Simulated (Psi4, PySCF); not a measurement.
Torsional profile of SMILES c1coc(Oc2ccsc2)c1. Scanned: dihedral O3–C4–O5–C6; all other coordinates were relaxed at GFN2-xTB. Points at φ and −φ are mirror images. Heavy atoms are numbered in the order of the SMILES c1coc(Oc2ccsc2)c1, hydrogens after them in the order of the atoms that carry them; the mirror image has the same energies with the sign of each dihedral reversed.

Levels of theory: RHF/3-21G = restricted Hartree-Fock/3-21G, density fitting // GFN2-xTB run with PySCF; RKS-B3LYP/3-21G = restricted B3LYP/3-21G, density fitting // GFN2-xTB in PySCF; PBE-D3(BJ)/def2-SVP // GFN2-xTB (Psi4).

Energies relative to the lowest point of each profile, in kJ/mol:

```
φ / °  RHF/3-21G  RKS-B3LYP/3-21G
-----  ---------  ---------------
-140         3.0              2.9
-120         3.4              3.7
-100         3.0              4.1
-60          1.0              2.8
-40          1.0              2.1
-20          0.5              0.9
20           0.5              0.9
40           1.0              2.1
60           1.0              2.8
100          3.0              4.1
140          3.0              2.9
180          4.4              5.4
```

**Question.** Predict the corresponding PBE-D3(BJ)/def2-SVP column.

**Answer.** -140: 0.5; -120: 1.3; -100: 1.1; -60: 0.0; -40: 1.3; -20: 2.7; 20: 2.7; 40: 1.3; 60: 0.0; 100: 1.1; 140: 0.5; 180: 2.2 (kJ/mol).
